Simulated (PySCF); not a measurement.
Compound: C4H9GeNO3.
Bonds: C1–C2, C2–O3 (double), C2–N4, N4–Ge5, Ge5–O6, O6–C7, C7–C8, C8–O9, Ge5–O9. Hydrogens: H10, H11, H12 on C1; H13 on N4; H14 on Ge5; H15, H16 on C7; H17, H18 on C8.

Level of theory: PySCF 2.14.0, PBE0-D3(BJ)/def2-SVP geometry optimisation, gas phase.

**Question.** List the bond lengths, angles and torsions at this level.

**Answer.** 
```csv
bond,length (Å),order
C1–C2,1.505,single
C2=O3,1.221,double
C2–N4,1.362,single
N4–Ge5,1.848,single
Ge5–O6,1.782,single
"O6–C7, C8–O9",1.412,single
C7–C8,1.532,single
Ge5–O9,1.791,single
"C1–H10, C1–H11, C1–H12",1.099,single
N4–H13,1.013,single
Ge5–H14,1.521,single
"C7–H15, C8–H17",1.105,single
"C7–H16, C8–H18",1.105,single
```

Bonds in one row agree within 0.01 Å and their mean is given. Orders are formal, as drawn. A selection of angles:
```csv
angle,degrees
C1–C2–O3,123.5
C1–C2–N4,118.1
O3–C2–N4,118.4
C2–N4–Ge5,112.8
N4–Ge5–O6,115.4
N4–Ge5–O9,102.8
O6–Ge5–O9,93.3
Ge5–O6–C7,108.1
O6–C7–C8,108.6
H13–N4–C2,122.4
H13–N4–Ge5,124.8
```

Torsions: C1–C2–N4–Ge5 -179° (antiperiplanar); C2–N4–Ge5–O6 -79° (synclinal); N4–Ge5–O6–C7 -93° (anticlinal); Ge5–O6–C7–C8 -31° (synclinal); O6–C7–C8–O9 40° (synclinal); C7–C8–O9–Ge5 -29° (synperiplanar); N4–Ge5–O9–C8 127° (anticlinal). The mirror-image conformer, all signs reversed, is as good.

N4 (amide nitrogen) is planar (angles 124.8°, 122.4° and 112.8°, sum 360.0°, 0.00 Å off the plane of its three neighbours). The 5-membered ring Ge5–O6–C7–C8–O9 has internal angles of 93.3° to 108.6° (sum 527°, against 540° for a flat polygon); it is puckered, 0.15 Å rms from its mean plane, widest ring torsion 40°. Ge5 (germanium bonded to N, 2 O and H) has angles from 93.3° to 115.8°. O6 (oxygen bonded to C and Ge) is bent (angle 108.1°). The C–C distances run from 1.505 Å (C1–C2, drawn single) to 1.532 Å (C7–C8, drawn single), a spread of 0.027 Å. The 3 C–O bonds span 1.221 Å (C2=O3, drawn double) to 1.413 Å (O6–C7, drawn single), a spread of 0.192 Å.

Point group: C1 (no symmetry element, even within 0.4 Å). Whether it is a minimum is left open (no frequencies). The numbers are those of one conformer.
